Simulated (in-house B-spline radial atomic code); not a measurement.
# Excitations of neutral argon by several methods

Full response, energies in eV; labels give the largest channel, * marks a mixed state, a dash one above the method's threshold, and an imaginary frequency an unstable closed-shell reference. Computed with an all-electron radial atomic-structure program (B-spline basis): linear response of the closed shell [Ne] 3s2 3p6 with each method's own kernel (bare exchange for TDHF, static screening on G0W0 levels for BSE, the adiabatic kernel for functionals); scalar-relativistic (spin-free one-electron X2C), finite nucleus, no spin-orbit coupling, no double excitations, S, P, D and F terms only. Only terms of natural parity with L up to 3 were computed.

| method | 3p → 4s 3P | 3p → 4s 1P | α (bohr³) |
| --- | --- | --- | --- |
| TDHF | 11.820 | 12.168 | 10.77 |
| BSE on G0W0@HF | 12.237 | 12.492 | 10.15 |
| LDA VWN5 | ? | ? | ? |
| PBE | 9.839 | - | 11.97 |
| PBE0 | 10.633 | 10.804 | 11.45 |
| B3LYP (VWN-RPA) | 10.352 | 10.476 | 11.69 |
| CAM-B3LYP | ? | ? | ? |
| LC-wPBE | 11.031 | 11.241 | 11.28 |
| wB97X | 11.050 | 11.203 | 11.48 |
| HSE06 | 10.690 | 10.872 | 11.47 |
| BHandHLYP | 11.096 | 11.273 | 11.2 |
| BLYP | 9.617 | 9.707 | 12.16 |
| PBEsol | 9.880 | - | 11.97 |
| BP86 | 9.953 | 10.024 | 11.99 |
| LDA exchange-only | - | - | 12.8 |
| B97-1 | 10.540 | 10.685 | 11.57 |
| RPBE | 9.735 | 9.867 | 11.98 |
| OLYP | 9.543 | 9.631 | 11.82 |

(1) What does LDA VWN5 give?

(2) What does CAM-B3LYP give?

Answers

(1) 3p → 4s 3P: 10.049; 3p → 4s 1P: -; α: 12.03 (eV, bohr³).

(2) 3p → 4s 3P: 10.599; 3p → 4s 1P: 10.755; α: 11.58 (eV, bohr³).
